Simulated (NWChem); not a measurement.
System meant: CH$_{3}$AlF$_{2}$O; SMILES C[O][Al]([F])[F]

Input file for NWChem:

```
start job
memory heap 200 mb stack 900 mb global 1100 mb
geometry units angstroms noautoz
  Al     0.073840     0.493398     0.000186
  F      1.255578     1.642507    -0.001592
  F     -1.498838     0.998205    -0.002069
  O      0.501382    -1.118472     0.004774
  C     -0.037302    -2.400087     0.002830
  H      0.296024    -2.955984    -0.890313
  H      0.305071    -2.961955     0.888743
  H     -1.142149    -2.401383     0.008489
end
basis spherical
  * library def2-svp
end
dft
  odft
  mult 2
  xc xpbe96 cpbe96
  iterations 150
  mulliken
end
task dft energy
```

End of the output:

```
                                 NWChem DFT Module
                                 -----------------

 Summary of "ao basis" -> "ao basis" (spherical)
 ------------------------------------------------------------------------------
       Tag                 Description            Shells   Functions and Types
 ---------------- ------------------------------  ------  ---------------------
 Al                         def2-svp                 8       18   4s3p1d
 F                          def2-svp                 6       14   3s2p1d
 O                          def2-svp                 6       14   3s2p1d
 C                          def2-svp                 6       14   3s2p1d
 H                          def2-svp                 3        5   2s1p

 Summary of "ao basis" -> "ao basis" (spherical)
 ------------------------------------------------------------------------------
       Tag                 Description            Shells   Functions and Types
 ---------------- ------------------------------  ------  ---------------------
 Al                         def2-svp                 8       18   4s3p1d
 F                          def2-svp                 6       14   3s2p1d
 O                          def2-svp                 6       14   3s2p1d
 C                          def2-svp                 6       14   3s2p1d
 H                          def2-svp                 3        5   2s1p

  number of electrons :                   48
  multiplicity        :                    2
 ------------------------------------------------------------------------
  no. of electrons and multiplicity not compatible                  48
 ------------------------------------------------------------------------
 ------------------------------------------------------------------------
  current input line :
    23: task dft energy
 ------------------------------------------------------------------------
 ------------------------------------------------------------------------
 There is an error in the input file
 ------------------------------------------------------------------------
 For more information see the NWChem manual at https://nwchemgit.github.io

0: no. of electrons and multiplicity not compatible:Received an Error in Communication
```

Problem. Can this run be used? If not, why, and what is the fix?

Solution. The input was rejected before any calculation. Cause: the multiplicity doesn't fit the number of electrons (an even count wants an odd multiplicity, and the reverse). This input runs:
```
start job
memory heap 200 mb stack 900 mb global 1100 mb
geometry units angstroms noautoz
  Al     0.073840     0.493398     0.000186
  F      1.255578     1.642507    -0.001592
  F     -1.498838     0.998205    -0.002069
  O      0.501382    -1.118472     0.004774
  C     -0.037302    -2.400087     0.002830
  H      0.296024    -2.955984    -0.890313
  H      0.305071    -2.961955     0.888743
  H     -1.142149    -2.401383     0.008489
end
basis spherical
  * library def2-svp
end
dft
  xc xpbe96 cpbe96
  iterations 150
  mulliken
end
task dft energy
```
It converges to -556.64762 Ha (PBE/def2-SVP).
